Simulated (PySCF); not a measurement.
Isomers of C6H18Si4, mass 202.049 u with the commonest isotopes. Method used: PySCF, PBE0-D3(BJ)/def2-SVP geometry optimisation, gas phase. One conformer each, none proved a minimum here; rigid rotors.

Question: Order these by out-of-plane moment Σ m c² = (Ia + Ib − Ic)/2, smallest first.
A. `[CH3:1][CH:2]([CH3:3])[Si@H:4]1[SiH2:5][Si@H:6]([CH:7]2[CH2:8][CH2:9]2)[SiH2:10]1` with C1–C2–Si4–Si5 -44°, Si5–Si6–C7–C8 -71°, C2–Si4–Si5–Si6 91°, Si4–Si5–Si6–C7 141°, Si6–C7–C8–C9 -110°, Si5–Si6–Si10–Si4 -21°
B. `[CH3:1][C:2]#[C:3][SiH2:4][Si@@H:5]([CH2:6][CH2:7][CH3:8])[SiH2:9][SiH3:10]` with C3–Si4–Si5–C6 179°, Si4–Si5–C6–C7 177°, Si5–C6–C7–C8 179°, Si4–Si5–Si9–Si10 54°
C. `[CH2:1]=[CH:2][Si:3]1([C:4]([CH3:5])([CH3:6])[CH3:7])[SiH2:8][SiH2:9][SiH2:10]1` with C1–C2–Si3–C4 -119°, C2–Si3–Si8–Si9 138°, Si3–Si8–Si9–Si10 -19°, Si8–Si9–Si10–Si3 19°, C2–Si3–Si10–Si9 -138°
D. `[CH2:1]=[C:2]([CH3:3])[SiH2:4][SiH2:5][Si@H:6]([SiH3:7])[C:8](=[CH2:9])[CH3:10]` with C1–C2–Si4–Si5 116°, C2–Si4–Si5–Si6 -44°, Si4–Si5–Si6–Si7 -57°, Si5–Si6–C8–C9 -120°
E. `[CH3:1][CH:2]([CH3:3])[Si@H:4]1[SiH2:5][Si@@H:6]([CH:7]2[CH2:8][CH2:9]2)[SiH2:10]1` with C1–C2–Si4–Si5 -57°, Si5–Si6–C7–C8 145°

Answer: B (52.17 u·Å²), A (144.41 u·Å²), E (207.93 u·Å²), D (220.00 u·Å²), C (233.00 u·Å²).

Question: Order these by dipole moment, largest first.
A. `[CH3:1][CH:2]([CH3:3])[Si@H:4]1[SiH2:5][Si@H:6]([CH:7]2[CH2:8][CH2:9]2)[SiH2:10]1` with C1–C2–Si4–Si5 -44°, Si5–Si6–C7–C8 -71°, C2–Si4–Si5–Si6 91°, Si4–Si5–Si6–C7 141°, Si6–C7–C8–C9 -110°, Si5–Si6–Si10–Si4 -21°
B. `[CH3:1][CH:2]([CH3:3])[Si@H:4]1[SiH2:5][Si@@H:6]([CH:7]2[CH2:8][CH2:9]2)[SiH2:10]1` with C1–C2–Si4–Si5 -57°, Si5–Si6–C7–C8 145°
C. `[CH2:1]=[C:2]([CH3:3])[SiH2:4][SiH2:5][Si@H:6]([SiH3:7])[C:8](=[CH2:9])[CH3:10]` with C1–C2–Si4–Si5 116°, C2–Si4–Si5–Si6 -44°, Si4–Si5–Si6–Si7 -57°, Si5–Si6–C8–C9 -120°

Answer: B (1.48 D), C (0.88 D), A (0.64 D).

Question: Order these by rotational constant C, largest first.
A. `[CH3:1][CH:2]([CH3:3])[Si@H:4]1[SiH2:5][Si@H:6]([CH:7]2[CH2:8][CH2:9]2)[SiH2:10]1` with C1–C2–Si4–Si5 -44°, Si5–Si6–C7–C8 -71°, C2–Si4–Si5–Si6 91°, Si4–Si5–Si6–C7 141°, Si6–C7–C8–C9 -110°, Si5–Si6–Si10–Si4 -21°
B. `[CH3:1][CH:2]([CH3:3])[Si@H:4]1[SiH2:5][Si@@H:6]([CH:7]2[CH2:8][CH2:9]2)[SiH2:10]1` with C1–C2–Si4–Si5 -57°, Si5–Si6–C7–C8 145°
C. `[CH3:1][C:2]#[C:3][SiH2:4][Si@@H:5]([CH2:6][CH2:7][CH3:8])[SiH2:9][SiH3:10]` with C3–Si4–Si5–C6 179°, Si4–Si5–C6–C7 177°, Si5–C6–C7–C8 179°, Si4–Si5–Si9–Si10 54°
D. `[CH2:1]=[CH:2][Si:3]1([C:4]([CH3:5])([CH3:6])[CH3:7])[SiH2:8][SiH2:9][SiH2:10]1` with C1–C2–Si3–C4 -119°, C2–Si3–Si8–Si9 138°, Si3–Si8–Si9–Si10 -19°, Si8–Si9–Si10–Si3 19°, C2–Si3–Si10–Si9 -138°

Answer: D (513.9 MHz), B (439.0 MHz), A (376.3 MHz), C (272.3 MHz).

```tsv
SMILES	point group	Ia (u·Å²)	Ib (u·Å²)	Ic (u·Å²)	κ	μa (D)	μb (D)	μc (D)
CC(C)[Si@H]1[SiH2][Si@@H](C2CC2)[SiH2]1	C1	494.22	1072.76	1151.12	-0.89	0.02	1.44	0.33
C=C[Si]1(C(C)(C)C)[SiH2][SiH2][SiH2]1	C1	602.40	847.10	983.50	-0.49	1.50	0.04	0.00
CC(C)[Si@H]1[SiH2][Si@H](C2CC2)[SiH2]1	C1	370.88	1261.08	1343.14	-0.95	0.08	0.04	0.64
C=C(C)[SiH2][SiH2][Si@H]([SiH3])C(=C)C	C1	516.00	1281.78	1357.78	-0.93	0.32	0.43	0.70
CC#C[SiH2][Si@@H](CCC)[SiH2][SiH3]	C1	504.94	1455.52	1856.12	-0.79	0.25	0.13	0.52
```
